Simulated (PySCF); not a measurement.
## Computed vibrations of [Ce(H2O)6]4+

[Ce(H2O)6]4+ (singlet). PySCF 2.14.0, RKS PBE, Ce lcecp-2-SVP with ECP46, O def2-SVP, H def2-SVP; non-relativistic Hamiltonian with scalar-relativistic core potentials where named; density fitting; no spin-orbit coupling. Central differences of gradients.

```xyz
19

Ce    0.0000    0.0000    0.0000
O     0.0000    0.0000    2.3540
H     0.5586    0.5409    2.9843
H    -0.5586   -0.5409    2.9843
O     0.0000    0.0000   -2.3540
H     0.5586   -0.5409   -2.9843
H    -0.5586    0.5409   -2.9843
O     2.3508    0.0000    0.0000
H     2.9772   -0.5526    0.5526
H     2.9772    0.5526   -0.5526
O     0.0000    2.3540    0.0000
H     0.5586    2.9843    0.5409
H    -0.5586    2.9843   -0.5409
O    -2.3508    0.0000    0.0000
H    -2.9772    0.5526    0.5526
H    -2.9772   -0.5526   -0.5526
O     0.0000   -2.3540    0.0000
H    -0.5586   -2.9843    0.5409
H     0.5586   -2.9843   -0.5409
```

Run from Python with OMP_NUM_THREADS=4. Where DIIS fails, smearing, a level shift and second-order steps follow.
It took 8.1 min on 4 threads of Intel(R) Xeon(R) Processor, with other jobs on the host.

What are the harmonic wavenumbers and infrared intensities?

Negative numbers are unstable modes, those under 60 cm⁻¹ near the noise; a finer grid moves soft modes by up to 10 cm⁻¹. The run didn't use the full symmetry, so degenerate modes split by noise.
```tsv
cm⁻¹	km/mol
-247	–
-94	–
-94	–
26	0.0
60	0.9
60	0.9
83	9.4
88	7.7
88	7.7
113	0.0
113	0.0
131	0.0
231	0.0
257	0.0
333	0.0
370	0.0
372	0.0
379	15.8
379	15.8
383	14.0
410	0.0
577	0.0
589	2.0
589	2.0
615	0.0
615	0.0
644	131.5
661	0.0
696	586.0
696	586.0
714	191.6
714	191.6
716	638.7
1620	296.2
1623	0.0
1625	0.0
1631	304.9
1631	304.9
1646	0.0
3393	1340.4
3393	0.0
3398	0.0
3403	1181.6
3403	1181.6
3430	514.8
3430	514.8
3432	0.0
3437	426.5
3437	426.5
3441	808.5
3441	0.0
```

Is this a minimum?

No: 3 unstable; the lowest moves the atoms so:
```
Ce   0.00  0.00  0.00
O    0.00  0.00  0.00
H   -0.22  0.23  0.00
H    0.22 -0.23  0.00
O    0.00  0.00  0.00
H   -0.22 -0.23  0.00
H    0.22  0.23  0.00
O    0.00  0.00  0.00
H    0.00  0.15  0.15
H    0.00 -0.15 -0.15
O    0.00  0.00  0.00
H    0.22  0.00 -0.23
H   -0.22  0.00  0.23
O    0.00  0.00  0.00
H    0.00 -0.15  0.15
H    0.00  0.15 -0.15
O    0.00  0.00  0.00
H   -0.22  0.00 -0.23
H    0.22  0.00  0.23
```
